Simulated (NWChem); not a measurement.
System: C₃H₄F₂Si; SMILES FC=C=C(F)[SiH3]

The following NWChem deck was run.

```
start job
memory heap 200 mb stack 900 mb global 1100 mb
geometry units angstroms noautoz
  F      0.348792     2.932379    -0.429663
  C      0.052429     2.017109     0.511849
  C     -0.263069     0.765092     0.240100
  C     -0.479490    -0.520428     0.024930
  F     -1.738603    -1.007768    -0.171603
  Si     0.870875    -1.855004    -0.050535
  H      0.097541     2.436408     1.533480
  H      2.199696    -1.202736     0.187988
  H      0.593467    -2.890983     1.002160
  H      0.837103    -2.512021    -1.401243
end
basis spherical
  F library def2-svpd
  C library def2-svpd
  Si library def2-svpd
  H library def2-svpd
end
dft
  xc hfexch
  iterations 150
  mulliken
end
task dft energy
```

Output (shortened):

```
             Northwest Computational Chemistry Package (NWChem) 7.3.0
             --------------------------------------------------------

 C1  symmetry detected

                             Geometry "geometry" -> ""
                             -------------------------

 Output coordinates in angstroms (scale by  1.889725989 to convert to a.u.)

  No.       Tag          Charge          X              Y              Z
 ---- ---------------- ---------- -------------- -------------- --------------
    1 F                    9.0000     0.31881889     2.92205565    -0.43698185
    2 C                    6.0000     0.04506289     2.00496418     0.50958876
    3 C                    6.0000    -0.25680132     0.74830212     0.24386045
    4 C                    6.0000    -0.45853244    -0.54042754     0.03367418
    5 F                    9.0000    -1.71317436    -1.04480722    -0.14789077
    6 Si                  14.0000     0.90848654    -1.85717562    -0.05411730
    7 H                    1.0000     0.09592709     2.42701235     1.52981659
    8 H                    1.0000     2.23110488    -1.18687029     0.16833157
    9 H                    1.0000     0.65651450    -2.89447608     1.00365975
   10 H                    1.0000     0.86846650    -2.51747574    -1.40305248

 Effective nuclear repulsion energy (a.u.)     257.3982635847

  xc_inp: hfexch multiplicative factor not found.

                                 NWChem DFT Module
                                 -----------------

 Summary of "ao basis" -> "ao basis" (spherical)
 ------------------------------------------------------------------------------
       Tag                 Description            Shells   Functions and Types
 ---------------- ------------------------------  ------  ---------------------
 F                         def2-svpd                 9       23   4s3p2d
 C                         def2-svpd                 8       20   4s2p2d
 Si                        def2-svpd                10       24   5s3p2d
 H                         def2-svpd                 4        8   2s2p

            General Information
            -------------------
          SCF calculation type: DFT
          Wavefunction type:  closed shell.
          No. of atoms     :    10
          No. of electrons :    54
           Alpha electrons :    27
            Beta electrons :    27
          Charge           :     0
          Spin multiplicity:     1
          Use of symmetry is: off; symmetry adaption is: off
          Maximum number of iterations: 150
          AO basis - number of functions:   162
                     number of shells:    68
          Convergence on energy requested:  1.00D-06
          Convergence on density requested:  1.00D-05
          Convergence on gradient requested:  5.00D-04

              XC Information
              --------------
                     Hartree-Fock (Exact) Exchange  1.000

      Superposition of Atomic Density Guess
      -------------------------------------

 Sum of atomic energies:        -602.20562306

      Non-variational initial energy
      ------------------------------

 Total energy =    -604.518318
 1-e energy   =   -1343.720213
 2-e energy   =     481.803631
 HOMO         =      -0.287153
 LUMO         =      -0.009893

     ---------------------------------------------
      Total Density - Mulliken Population Analysis
     ---------------------------------------------

    Atom       Charge   Shell Charges
 -----------   ------   -------------------------------------------------------
    1 F    9     9.57   1.99  1.14  0.78  0.02  3.43  2.05  0.13  0.00  0.03
    2 C    6     5.55   1.99  0.92  0.45  0.06  1.61  0.56  0.07 -0.10
    3 C    6     5.79   1.99  1.02  0.30 -0.18  2.05  0.58  0.03 -0.00
    4 C    6     5.68   1.99  0.94  0.34 -0.03  1.61  0.87  0.07 -0.11
    5 F    9     9.60   1.99  1.15  0.79  0.01  3.43  2.06  0.14  0.00  0.03
    6 Si  14    14.16   2.00  1.99  1.02  0.47 -0.01  5.94  1.12  1.43  0.13  0.07
    7 H    1     0.97   0.68  0.23  0.02  0.04
    8 H    1     0.91   0.69  0.21  0.01 -0.01
    9 H    1     0.89   0.70  0.20  0.01 -0.01
   10 H    1     0.88   0.70  0.19  0.01 -0.01

   convergence    iter        energy       DeltaE   RMS-Dens  Diis-err
 ---------------- ----- ----------------- --------- --------- ---------
 d= 0,ls=0.0,diis     1   -603.2142169207 -8.61D+02  6.98D-03  6.89D-01
 d= 0,ls=0.0,diis     2   -603.3017990644 -8.76D-02  3.04D-03  1.78D-01
 d= 0,ls=0.0,diis     3   -603.3192337277 -1.74D-02  1.36D-03  9.52D-03
 d= 0,ls=0.0,diis     4   -603.3212589827 -2.03D-03  3.10D-04  6.62D-04
 d= 0,ls=0.0,diis     5   -603.3214102993 -1.51D-04  1.21D-04  1.02D-04
  Resetting Diis
 d= 0,ls=0.0,diis     6   -603.3214340430 -2.37D-05  5.59D-05  1.20D-05
 d= 0,ls=0.0,diis     7   -603.3214400004 -5.96D-06  2.48D-05  2.40D-06
 d= 0,ls=0.0,diis     8   -603.3214405491 -5.49D-07  9.87D-06  4.14D-07

         Total DFT energy =     -603.321440549103
      One electron energy =    -1345.814406850873
           Coulomb energy =      542.405229534308
    Exchange-Corr. energy =      -57.310526817212
 Nuclear repulsion energy =      257.398263584674

 Numeric. integr. density =        0.000000000000

                       DFT Final Molecular Orbital Analysis
                       ------------------------------------

 Vector   25  Occ=2.000000D+00  E=-5.006349D-01
              MO Center=  1.5D+00, -1.6D+00,  5.1D-02, r^2= 2.2D+00
   Bfn.  Coefficient  Atom+Function         Bfn.  Coefficient  Atom+Function
  ----- ------------  ---------------      ----- ------------  ---------------
   139      0.382294   8 H  s               115      0.227437   6 Si px
   118      0.221411   6 Si px              140      0.180254   8 H  s
   119      0.170542   6 Si py              147     -0.162804   9 H  s
   116      0.159338   6 Si py              155     -0.151751  10 H  s
    72      0.133918   4 C  py               52      0.132635   3 C  py

 Vector   26  Occ=2.000000D+00  E=-4.054799D-01
              MO Center= -2.9D-01,  1.4D-03,  1.3D-01, r^2= 2.6D+00
   Bfn.  Coefficient  Atom+Function         Bfn.  Coefficient  Atom+Function
  ----- ------------  ---------------      ----- ------------  ---------------
    50      0.384394   3 C  pz               70      0.358014   4 C  pz
    53      0.293208   3 C  pz               73      0.287768   4 C  pz
    90      0.193269   5 F  pz               93     -0.153926   5 F  pz
   132     -0.145821   7 H  s               155      0.102327  10 H  s
   131     -0.098794   7 H  s               120     -0.098222   6 Si pz

 Vector   27  Occ=2.000000D+00  E=-4.012450D-01
              MO Center= -7.8D-02,  1.1D+00,  3.0D-01, r^2= 2.7D+00
   Bfn.  Coefficient  Atom+Function         Bfn.  Coefficient  Atom+Function
  ----- ------------  ---------------      ----- ------------  ---------------
    28      0.366647   2 C  px               48      0.363502   3 C  px
    51      0.329904   3 C  px               31      0.241523   2 C  px
    47     -0.236991   3 C  s                 5      0.198575   1 F  px
     8     -0.158494   1 F  px               72      0.122185   4 C  py
    26      0.115195   2 C  s                49     -0.109472   3 C  py

 Vector   28  Occ=0.000000D+00  E= 7.779684D-02
              MO Center=  3.7D-01,  1.3D-01,  3.9D-01, r^2= 1.2D+01
   Bfn.  Coefficient  Atom+Function         Bfn.  Coefficient  Atom+Function
  ----- ------------  ---------------      ----- ------------  ---------------
   110      4.795296   6 Si s                27     -3.885548   2 C  s
   111     -2.854724   6 Si s                67     -2.801069   4 C  s
   132      1.883156   7 H  s                47      1.618293   3 C  s
     4      1.567933   1 F  s                87      1.132876   5 F  s
   148     -0.498486   9 H  s                63      0.451207   3 C  d  2

 Vector   29  Occ=0.000000D+00  E= 8.997076D-02
              MO Center=  1.3D+00, -1.6D+00,  1.4D-01, r^2= 1.2D+01
   Bfn.  Coefficient  Atom+Function         Bfn.  Coefficient  Atom+Function
  ----- ------------  ---------------      ----- ------------  ---------------
   110      5.666050   6 Si s               111     -4.650926   6 Si s
    27      2.344501   2 C  s                67      2.182527   4 C  s
    66     -1.215478   4 C  s               132     -1.211726   7 H  s
     4     -0.930565   1 F  s               140     -0.737386   8 H  s
    47     -0.701951   3 C  s               156     -0.688696  10 H  s

 Vector   30  Occ=0.000000D+00  E= 9.540319D-02
              MO Center= -1.2D-01, -3.7D-01, -3.4D-02, r^2= 8.7D+00
   Bfn.  Coefficient  Atom+Function         Bfn.  Coefficient  Atom+Function
  ----- ------------  ---------------      ----- ------------  ---------------
    67      4.338889   4 C  s                87     -1.772606   5 F  s
    26     -1.694908   2 C  s                27     -1.047543   2 C  s
   111     -0.914176   6 Si s               132      0.692723   7 H  s
    94     -0.633611   5 F  px              118      0.566670   6 Si px
   110     -0.436335   6 Si s                 4      0.423071   1 F  s

     ---------------------------------------------
      Total Density - Mulliken Population Analysis
     ---------------------------------------------

    Atom       Charge   Shell Charges
 -----------   ------   -------------------------------------------------------
    1 F    9     9.59   1.99  1.13  0.84  0.06  3.32  2.07  0.15  0.01  0.02
    2 C    6     5.58   1.99  0.88  0.34 -0.02  1.89  0.54  0.09 -0.12
    3 C    6     5.79   1.99  0.91  0.26 -0.01  1.98  0.65  0.04 -0.04
    4 C    6     5.66   1.99  0.90  0.24 -0.19  1.88  0.90  0.08 -0.14
    5 F    9     9.63   1.99  1.13  0.84  0.07  3.32  2.09  0.17  0.01  0.02
    6 Si  14    13.65   2.00  1.99  0.95  0.07  0.05  5.94  1.19  1.15  0.22  0.08
    7 H    1     0.97   0.74  0.16  0.03  0.04
    8 H    1     1.06   0.73  0.32  0.01 -0.00
    9 H    1     1.03   0.73  0.30  0.01 -0.01
   10 H    1     1.03   0.73  0.30  0.01 -0.01

     -------------------------------------------
      Total Density - Lowdin Population Analysis
     -------------------------------------------

    Atom       Charge   Shell Charges
 -----------   ------   -------------------------------------------------------
    1 F    9     9.25   1.98  0.97  0.60  0.12  3.21  1.93  0.23  0.01  0.20
    2 C    6     5.81   1.96  0.45  0.20  0.11  1.64  0.80  0.18  0.47
    3 C    6     5.97   1.97  0.52  0.19  0.10  1.76  0.92  0.07  0.44
    4 C    6     6.14   1.96  0.47  0.21  0.12  1.67  0.87  0.16  0.67
    5 F    9     9.29   1.98  0.98  0.60  0.12  3.20  1.94  0.25  0.01  0.22
    6 Si  14    13.21   2.00  1.92  0.41  0.22  0.15  5.82  1.17  0.94  0.30  0.29
    7 H    1     0.97   0.56  0.18  0.06  0.17
    8 H    1     1.12   0.61  0.35  0.02  0.14
    9 H    1     1.12   0.62  0.35  0.02  0.14
   10 H    1     1.12   0.61  0.35  0.02  0.14

     Multipole analysis of the density
     ---------------------------------

     L   x y z        total         alpha         beta         nuclear
     -   - - -        -----         -----         ----         -------
     0   0 0 0     -0.000000    -27.000000    -27.000000     54.000000

     1   1 0 0      0.549496      0.274748      0.274748      0.000000
     1   0 1 0     -0.181236     -0.090618     -0.090618     -0.000000
     1   0 0 1      0.564037      0.282018      0.282018     -0.000000

     2   2 0 0    -33.703348   -100.282502   -100.282502    166.861657
     2   1 1 0     -1.974471      7.499527      7.499527    -16.973525
     2   1 0 1      0.041654      0.074004      0.074004     -0.106353
     2   0 2 0    -32.213779   -348.579801   -348.579801    664.945823
     2   0 1 1      3.085820     -3.031411     -3.031411      9.148641
     2   0 0 2    -30.752188    -31.843493    -31.843493     32.934797
```

Level: Hartree-Fock/def2-SVPD. The geometry was optimised at PBE-D3(BJ)/def2-SVP.
